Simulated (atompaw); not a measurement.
# u(r) = r·R(r): atom against pseudo-atom (gadolinium)

Columns: radius, all-electron u(r) and pseudo u(r) of the 5s shell (level -49.77 eV) of gadolinium in the configuration [Kr] 4d10 4f7 5s2 5p6 5d1 6s2 6p0; PBEsol, scalar-relativistic, PAW (atompaw) scheme, atompaw 4.2.0.5.

```
r (bohr)  all-electron  pseudo
   0.115        0.0790  0.2550
   0.231        0.2456  0.4992
   0.346       -0.3628  0.7167
   0.462       -0.5446  0.9017
   0.577       -0.2789  1.0442
   0.692        0.1414  1.1427
   0.808        0.5285  1.1972
   0.923        0.8026  1.2102
   1.038        0.9612  1.1876
   1.154        1.0242  1.1361
   1.269        1.0169  1.0644
   1.385        0.9634  0.9786
   1.500        0.8838  0.8865
   1.615        0.7915  0.7916
   1.731        0.6953  0.6953
   1.846        0.6029  0.6029
   1.962        0.5161  0.5161
   2.077        0.4386  0.4386
   2.192        0.3699  0.3699
   2.308        0.3097  0.3097
   2.423        0.2584  0.2584
   2.538        0.2147  0.2147
   2.654        0.1775  0.1775
   2.769        0.1466  0.1466
   2.885        0.1206  0.1206
   3.000        0.0992  0.0992
```

(1) How many radial nodes do the two functions have?

(2) At about which radius was the pseudo-wave matched?

(3) Where does each function peak?

(4) Is the pseudo-wave norm-conserving?

## Answers

(1) The all-electron 5s function has n − l − 1 = 4 (the table is too coarse to show those close to the nucleus); the pseudo-wave has 0, since the states of the same l below it are removed with the core.

(2) 1.65 bohr, where the columns begin to agree (steps of 0.12 bohr).

(3) Outermost all-electron maximum near 1.15 bohr, pseudo maximum near 0.92 bohr (to the table’s step).

(4) No, it belongs to a PAW set: the norm inside the radius is not constrained, and the difference is carried by the augmentation charge.
